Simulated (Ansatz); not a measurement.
Species: C$_{5}$H$_{8}$, SMILES `C=C=C(C)C` (charge 0, multiplicity 1).

Problem. Give a relaxed geometry from B3LYP-D3(BJ)/def2-TZVP in Ansatz (a quantum-chemistry and plane-wave program).

Solution. the end point of this relaxation (outside a Z-matrix the atoms follow the SMILES, hydrogens last).
Cartesian coordinates (Å) in one orientation:
```xyz
13

C      2.358     0.441    -0.168
C      1.081     0.202    -0.077
C     -0.197    -0.037     0.014
C     -0.739    -1.443     0.075
C     -1.212     1.078     0.063
H      2.978     0.562     0.715
H      2.853     0.530    -1.129
H     -1.426    -1.624    -0.757
H     -1.307    -1.594     0.998
H      0.058    -2.183     0.034
H     -1.797     1.021     0.986
H     -1.916     0.991    -0.769
H     -0.737     2.056     0.014
```
